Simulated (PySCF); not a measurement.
**Dipole response of Li (lithium, neutral)**

[He] 2s1, 2S determinant. Calculation: PySCF 2.14, in aug-cc-pVTZ-DK (5s4p3d2f, 46 functions); scalar relativity by spin-free X2C-1e. Coupled (time-dependent) response in atomic units; α is the mean over directions.

```csv
method,mean α (bohr³),C₆ (like pair),S(−4)
UHF,169.4,1472,36840
PBE,143.1,1141,26400
PBE0,147.5,1195,28000
r2SCANh,165.0,1443,33710
BLYP,139.2,1087,25410
```

S(−4) is the Cauchy moment in α(ω) = α(0) + S(−4) ω² + …

Reference α: 164.1 bohr³ (recommended; Schwerdtfeger and Nagle, table of static dipole polarizabilities (2023 update)). Published C₆: 1392 (Chu and Dalgarno (2004); Tang, Norbeck and Certain (1976)).

α(iu) at PBE:

```tsv
u (hartree)	α(iu) (bohr³)
0	143.1
0.0500	98.05
0.100	50.88
0.200	17.93
0.300	8.884
0.500	3.554
0.750	1.712
1.00	1.027
1.50	0.5079
2.00	0.3104
3.00	0.1534
5.00	0.06032
```

A single London oscillator, α(iu) = α/(1 + u²/ω²), gives C₆ = (3/4) ω α². Matching the computed C₆ needs ω = 4 × 1141 / (3 × 143.1²) = 0.0743 hartree.
